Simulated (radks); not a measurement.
Problem. Ge+, configuration [Ar] 3d10 4s2 4p1 (the NIST ground configuration). Method: Dirac Kohn-Sham, exchange-only PBE, spin-unpolarised, spherical densities, point nucleus; open shells fill j = l - 1/2 first; computed with a radial shooting solver on a logarithmic mesh with Libxc functionals. Some entries of the table are withheld. Estimate them.

orbital  occ.  eigenvalue (hartree)  <1/r> (bohr^-1)
1s1/2       2             -403.0271            32.38
2s1/2       2             -50.68224            7.149
2p1/2       2             -45.11672            7.111
2p3/2       4             -43.94496            6.917
3s1/2       2              -6.46845            2.292
3p1/2       2              -4.63456            2.165
3p3/2       4              -4.47724            2.118
3d3/2       4              -1.37347              (1)
3d5/2       6              -1.35196              (2)
4s1/2       2                   (3)           0.6426
4p1/2       1              -0.38974              (4)
4p3/2       0              -0.38114              (5)
5s1/2       0              -0.16481           0.2297

Solution. 
(1) 3d3/2 <1/r> (bohr^-1): 1.788
(2) 3d5/2 <1/r> (bohr^-1): 1.775
(3) 4s1/2 eigenvalue (hartree): -0.69572
(4) 4p1/2 <1/r> (bohr^-1): 0.5022
(5) 4p3/2 <1/r> (bohr^-1): 0.4931
